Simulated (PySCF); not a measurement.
# [YbOF]− at several levels of theory

Computed with PySCF 2.14.0 (density fitting, no spin-orbit coupling) at the geometry relaxed with PBE0:

```xyz
3
[YbOF]− (singlet in the valence; each metal's 4f electrons, 14 of them, lie in its core potential, out of spins and levels)
Yb   -0.0085    0.0000   -0.2110
O     1.8369    0.0000    0.6826
F    -1.9461    0.0000    0.7722
```

| level | basis | state | HOMO (eV) | gap (eV) | charge on Yb1 (e) | population of f-type functions on Yb1 (polarisation alone where 4f lies in the core) | dipole about the centre of mass (D) | largest force component (eV/Å) |
| --- | --- | --- | --- | --- | --- | --- | --- | --- |
| PBE0 | Yb lcecp-0-SVP with ECP60, O def2-SVP, F def2-SVP | singlet | – | – | 0.28 | 0.02 | 7.43 | 0.01 |
| TPSS | the same | singlet | – | – | 0.16 | 0.02 | 6.51 | 0.39 |
| PBE0 | Yb lcecp-0-TZVP with ECP60, O def2-TZVP, F def2-TZVP | singlet | – | – | 0.68 | 0.03 | 8.03 | 0.58 |

In the lcecp rows the 4f levels are missing from HOMO and gap, and the state counts the valence alone.

Charges are Mulliken's, which hang on the basis. The relaxation used the grid (50, 194), these runs (75, 302) or, all-electron (x2c bases, spin-free X2C Hamiltonian), (99, 590).

**Question.** What does TPSSh with Yb lcecp-0-SVP with ECP60, O def2-SVP, F def2-SVP give here?

**Answer.** state singlet, charge on Yb1 (e) 0.23, population of f-type functions on Yb1 (polarisation alone where 4f lies in the core) 0.02, dipole about the centre of mass (D) 6.99, largest force component (eV/Å) 0.22. Time: 2.1 s on 2 threads of Arm Neoverse V1, on a shared host, from an already converged density.

An lcecp potential fixes the number of 4f electrons, so in runs with it no electron can move into or out of that shell.

Small gap, closed shell not tested for a spin-broken solution: TPSSh, TPSS.
